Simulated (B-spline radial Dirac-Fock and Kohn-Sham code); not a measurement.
## Binding energies of Xe⁴⁺ at several levels of theory

System: Xe⁴⁺, configuration [Kr] 4d10 5s1 5p3 (an excited configuration).

The density-functional columns are spherical, spin-unpolarised Dirac-Kohn-Sham results without Breit or QED terms: −ε is minus the orbital energy of the initial state and ΔSCF the difference of two total energies. The reference in the last column comes from relaxed Dirac-Fock hole states (ΔSCF) with Breit and QED corrections and a finite nucleus. All numbers are from an atomic code on a B-spline grid, in eV; a selection of levels is shown. For the 1s level of heavy atoms much of the gap between ΔSCF and the reference is the Breit and QED part, -123.4 eV here; for other levels the error of the functional can be larger.

```tsv
level	LDA −ε	LDA ΔSCF	Dirac-Fock
K	34356.3	34728.5	34616.0
L1	5387.6	5456.5	5510.7
L2	5067.5	5152.9	5159.6
L3	4743.2	4822.9	4839.1
M1	1140.4	1165.2	1202.7
M2	1007.0	1032.7	1056.9
M3	945.5	970.2	994.8
M4	709.8	737.2	740.8
M5	696.7	723.9	728.1
N3	185.3	196.9	207.0
N4	108.5	119.3	118.5
N5	106.4	117.2	116.5
O1	62.87	69.24	68.76
O2,3	48.84	54.54	52.33
```

Values without a named source are computed, but for edge energies of neutral atoms, which are taken from tables.
